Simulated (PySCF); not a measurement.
# Energy and ionisation energy along a bond of B2H3

Calculated results; nothing here was measured. They come from PySCF 2.14.0, an open-source quantum chemistry program, on an isolated molecule that a program drew, which may never have been made. The molecule is B2H3 (charge 0, doublet), drawn as the SMILES string `[BH]B`.

The structure below is the HF double-zeta minimum with every atom moved a little at random, so it isn't optimised. Bond B1-B2 is then set to each length in the table by shifting atoms 2, 4, 5 along it, with nothing else relaxed.
```xyz
5
B2H3, angstrom
B    -0.0359   -0.6188    0.5917
B    -0.3689    0.3141    1.8290
H     0.1361   -1.4102   -0.2880
H    -1.4517    0.4860    2.2813
H     0.5566    1.0484    2.2503
```

E is the energy above the same method's energy at the HF double-zeta minimum. IE is the energy to remove one electron at fixed geometry, to the singlet state of charge +1, as a difference of total energies. The basis family is cc-pVnZ, with UHF for radicals and no spin-orbit coupling. Best is HF at quadruple zeta, plus MP2 correlation extrapolated from triple and quadruple zeta, plus CCSD(T) minus MP2 at triple zeta, with a frozen core. The other columns are at triple zeta.

```
bond (Å),E HF (kcal/mol),E CCSD (kcal/mol),E CCSD(T) (kcal/mol),E best (kcal/mol),IE HF (eV),IE CCSD (eV),IE CCSD(T) (eV),IE best (eV),T1
1.5850,1.79,1.48,1.42,1.41,8.046,8.667,8.728,8.773,0.019
1.6050,1.90,1.71,1.66,1.72,7.991,8.615,8.676,8.722,0.020
1.7820,?,?,?,?,?,?,?,?,?
1.8390,14.86,15.54,15.41,16.10,7.434,8.078,8.146,8.193,0.024
2.0080,30.92,31.72,31.44,32.41,7.108,7.759,7.834,7.880,0.030
2.1620,46.72,47.47,46.99,48.16,6.856,7.506,7.587,7.633,0.037
```

T1 is the CCSD diagnostic of the starting molecule.

**Estimate the best E and IE at 1.7820 Å from the other rows.**

A least-squares cubic in the inverse of the bond length through the other values of E best gives 11.31 kcal/mol there. A least-squares quadratic in the bond length through IE best gives 8.314 eV. The calculation gives 11.31 kcal/mol and 8.310 eV, so the fits miss by 0.00 kcal/mol and 0.004 eV. The same recipe one zeta lower moves these two values by 0.31 kcal/mol and 0.02 eV, a gauge of their own error. The rest of the row: E is 10.28 (HF), 10.84 (CCSD), 10.75 (CCSD(T)); IE is 7.557 (HF), 8.197 (CCSD), 8.264 (CCSD(T)); T1 is 0.023.
